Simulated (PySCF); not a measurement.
C₃H₆FO₂S₂ (doublet state).
Atom-mapped SMILES: `[CH2:1][S:2](=[O:3])(=[O:4])[CH2:5][S:6][CH2:7][F:8]` (hydrogens: H9, H10 on C1; H11, H12 on C5; H13, H14 on C7)

Cartesian coordinates in Å at the GFN2-xTB level; atoms count from 1:
```
atom  x, y, z in Å
C1    -2.5378   -0.0643    0.3692
S2    -1.0525   -0.7567   -0.1147
O3    -0.3218   -1.2974    1.0024
O4    -1.1871   -1.5582   -1.2939
C5    -0.0575    0.7597   -0.6506
S6     1.4820    0.1355   -1.2785
C7     2.3485   -0.1493    0.2982
F8     2.5750    1.0331    0.9341
H9    -3.2080    0.2343   -0.4081
H10   -2.5756    0.3925    1.3350
H11    0.0938    1.4091    0.2048
H12   -0.5957    1.2439   -1.4566
H13    3.3127   -0.6053    0.0675
H14    1.7232   -0.7773    0.9393
```

The hyperfine couplings belong to this conformer and change with its torsions.

The calculation used UKS B3LYP, pcH-1 on C F H O S, non-relativistic, mean-field spin-orbit, GIAO (PySCF 2.14.0). One conformer (not necessarily the lowest) at the GFN2-xTB geometry, without solvent, vibrations or thermal averaging. The geometry wasn't refined by DFT: couplings that depend on bond lengths, twists or pyramidal angles can differ widely from those at the functional's own minimum. Stability of the SCF solution: not tested.

Task: The isotropic 13C couplings are +123.0, +29.8, -2.0 MHz. Assign them to C1; C5; C7.

Result: 
| site | a_iso (MHz) | ρ(0) (bohr⁻³) | position | distance from C1 (Å) | spin population | largest \|T\| (MHz) |
| --- | --- | --- | --- | --- | --- | --- |
| C1 | +123.0 | +0.1095 | largest spin population | 0.00 | +0.98 | 151.1 |
| C5 | +29.8 | +0.0265 | 2 bonds from C1 | 2.81 | +0.04 | 11.1 |
| C7 | -2.0 | -0.0018 | 4 bonds from C1 | 4.89 | 0.00 | 0.3 |

Task: Match the computed a_iso(33S) values -17.9, +1.4 MHz with the sites S2; S6.

Result: 
```json
{"site": "S2", "a_iso (MHz)": "-17.9", "ρ(0) (bohr⁻³)": "-0.0523", "position": "1 bond from C1", "distance from C1 (Å)": "1.71", "spin population": "-0.01", "largest |T| (MHz)": "3.0"}
{"site": "S6", "a_iso (MHz)": "+1.4", "ρ(0) (bohr⁻³)": "+0.0039", "position": "3 bonds from C1", "distance from C1 (Å)": "4.35", "spin population": "+0.08", "largest |T| (MHz)": "18.9"}
```

ρ(0) is the spin density at the nucleus and T the dipolar tensor; a_iso includes a spin–orbit part; entries for several nuclei are means. The largest Mulliken spin populations are on C1 (+0.98) and S6 (+0.08). C1 is the only atom above +0.15. The angles at C1 add up to 355.3°, so it is nearly planar; its axial dipolar tensor and the negative couplings of its protons fit spin in a p orbital normal to that plane.

β density exceeds α density at some nuclei, such as S2 (-0.0523), H9 (-0.0125) and H10 (-0.0124), spin density in bohr⁻³. In a single determinant that takes different orbitals for the two spins, that is spin polarisation.

Class means assume fast exchange of nuclei equivalent by connectivity; if that motion is slow, each nucleus keeps its own coupling. H9 and H10 aren't averaged: C1 is flat or nearly so (angle sum 355°), and its turn about the short C1–S2 bond (1.71 Å) is taken as slow.
